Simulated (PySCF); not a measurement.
Bonding in `C[Si](N)(N)C1CC1`

C4H12N2Si.
SMILES with atom numbers: `[CH3:1][Si:2]([NH2:3])([NH2:4])[CH:5]1[CH2:6][CH2:7]1` (hydrogens: H8, H9, H10 on C1; H11, H12 on N3; H13, H14 on N4; H15 on C5; H16, H17 on C6; H18, H19 on C7)

Structure used (GFN2-xTB), in Å, numbered top down from 1:
```
atom  x, y, z in Å
C1    -1.1532   -1.6621   -1.1907
Si2   -0.7498   -0.1654   -0.0841
N3    -1.9886    1.0105   -0.3780
N4    -0.8606   -0.3971    1.6287
C5     1.0240    0.3850   -0.4526
C6     2.1702    0.0429    0.4563
C7     1.6783    1.4490    0.3828
H8    -2.1666   -2.0094   -1.0188
H9    -1.0650   -1.4193   -2.2445
H10   -0.4805   -2.4906   -0.9916
H11   -2.2028    1.2361   -1.3351
H12   -1.9587    1.8565    0.1685
H13   -0.2678   -1.0907    2.0537
H14   -1.7867   -0.4627    2.0191
H15    1.2854    0.4170   -1.5053
H16    3.1260   -0.1929    0.0106
H17    1.9627   -0.5176    1.3545
H18    2.2965    2.1867   -0.1085
H19    1.1273    1.8333    1.2274
```

Bond orders from the PBE0/pcSseg-1 density (PySCF). One conformer (not necessarily the lowest) at the GFN2-xTB geometry, without solvent, vibrations or thermal averaging.

Question: Where do the orders between heavy atoms depart from those drawn in the SMILES?

Answer: The largest departure is 0.207, at Si2–C5 (drawn single, 0.793). Drawn single, order below 0.88: Si2–C5 (0.793).

Question: Give the Mayer order of every bond, beside its length.

Answer: 
```json
{"bond": "C1–Si2", "drawn as": "single", "length (Å)": "1.905", "Mayer order": "0.920"}
{"bond": "Si2–N3", "drawn as": "single", "length (Å)": "1.733", "Mayer order": "1.056"}
{"bond": "Si2–N4", "drawn as": "single", "length (Å)": "1.732", "Mayer order": "1.020"}
{"bond": "Si2–C5", "drawn as": "single", "length (Å)": "1.893", "Mayer order": "0.793"}
{"bond": "C5–C6", "drawn as": "single", "length (Å)": "1.502", "Mayer order": "0.965"}
{"bond": "C6–C7", "drawn as": "single", "length (Å)": "1.491", "Mayer order": "0.977"}
{"bond": "C7–C5", "drawn as": "single", "length (Å)": "1.503", "Mayer order": "0.961"}
{"bond": "C1–H8", "drawn as": "single", "length (Å)": "1.085", "Mayer order": "0.960"}
{"bond": "C1–H9", "drawn as": "single", "length (Å)": "1.085", "Mayer order": "0.954"}
{"bond": "C1–H10", "drawn as": "single", "length (Å)": "1.086", "Mayer order": "0.959"}
{"bond": "N3–H11", "drawn as": "single", "length (Å)": "1.006", "Mayer order": "0.950"}
{"bond": "N3–H12", "drawn as": "single", "length (Å)": "1.008", "Mayer order": "0.947"}
{"bond": "N4–H13", "drawn as": "single", "length (Å)": "1.007", "Mayer order": "0.947"}
{"bond": "N4–H14", "drawn as": "single", "length (Å)": "1.007", "Mayer order": "0.949"}
{"bond": "C5–H15", "drawn as": "single", "length (Å)": "1.085", "Mayer order": "0.950"}
{"bond": "C6–H16", "drawn as": "single", "length (Å)": "1.081", "Mayer order": "0.958"}
{"bond": "C6–H17", "drawn as": "single", "length (Å)": "1.079", "Mayer order": "0.955"}
{"bond": "C7–H18", "drawn as": "single", "length (Å)": "1.081", "Mayer order": "0.959"}
{"bond": "C7–H19", "drawn as": "single", "length (Å)": "1.079", "Mayer order": "0.953"}
```

By pair of heavy elements: C–Si: lowest Si2–C5 (0.793, 1.893 Å), highest C1–Si2 (0.920, 1.905 Å); in 1 of the 1 pairs the longer bond (by over 0.003 Å) has the higher order (by 0.02 or more). N–Si: lowest Si2–N4 (1.020, 1.732 Å), highest Si2–N3 (1.056, 1.733 Å). C–C: all 3 within 0.02 of one another (0.961 to 0.977).

Question: Sum the orders of all bonds at each heavy atom with more than one neighbour and set the sums beside the valence in the SMILES.

Answer: C1 3.793 (drawn 4), Si2 3.789 (drawn 4), N3 2.953 (drawn 3), N4 2.916 (drawn 3), C5 3.669 (drawn 4), C6 3.855 (drawn 4), C7 3.850 (drawn 4). Orders between atoms that aren't bonded are not in these sums.

Mayer orders depend on the basis set.

These values come from a run that also computed NMR shieldings. Time: 64 s of wall time (grids of density and orbitals included); peak memory 0.85 GiB. Hardware: one thread of an Arm Neoverse N1 (shared host).
